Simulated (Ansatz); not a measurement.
Total energies of C2H5AlBNO, SMILES `C=[N][Al]1[O][B]1C`.

```xyz
11

C    -0.997    0.161    3.401
N    -0.566    0.043    2.240
Al    0.137   -0.209    0.669
O    -0.655    0.605   -0.764
B     0.351   -0.031   -1.338
C     0.921   -0.211   -2.765
H    -1.745   -0.526    3.827
H    -0.665    0.965    4.077
H     1.963    0.118   -2.804
H     0.340    0.354   -3.500
H     0.916   -1.269   -3.044
```

Charge 0, multiplicity 1. All single points use the PBE0-D4/def2-TZVP geometry. It is one conformer, not always the lowest. Basis def2-TZVPP, Ansatz 0.2.0.

RPA on PBE orbitals: Hartree–Fock energy of these orbitals -474.63516 Eh, correlation -1.50500 Eh (frozen core).

```tsv
functional	energy without D4 (Eh)	D4 term (kJ/mol)
LDA (SPW92)	-473.57735	–
PBE	-476.19655	-19.6
revPBE	-476.49995	-59.6
BLYP	-476.55968	-43.0
r2SCAN	-476.46434	-4.9
B97M-V	-476.54796	–
PBE0	-476.22812	-16.7
B3LYP	-476.65459	-31.7
r2SCANh	-476.44818	-5.2
r2SCAN0	-476.42540	-5.8
HSE06 (plane-wave form)	-476.20989	-15.6
BHLYP	-476.49100	-24.7
CAM-B3LYP	-476.51618	-17.0
LC-ωPBE	-476.36738	–
ωB97X-V	-476.50341	–
ωB97M-V	-476.51841	–
B2PLYP	-476.32098	–
PBE-QIDH	-476.09991	–
```

B3LYP takes the VWN-RPA correlation (the form of Gaussian; ORCA's B3LYP/G). HSE06 is the plane-wave form, built on full-range PBE exchange. The double hybrids freeze the cores in their second-order part.

LC-ωPBE has ω = 0.4 bohr⁻¹.
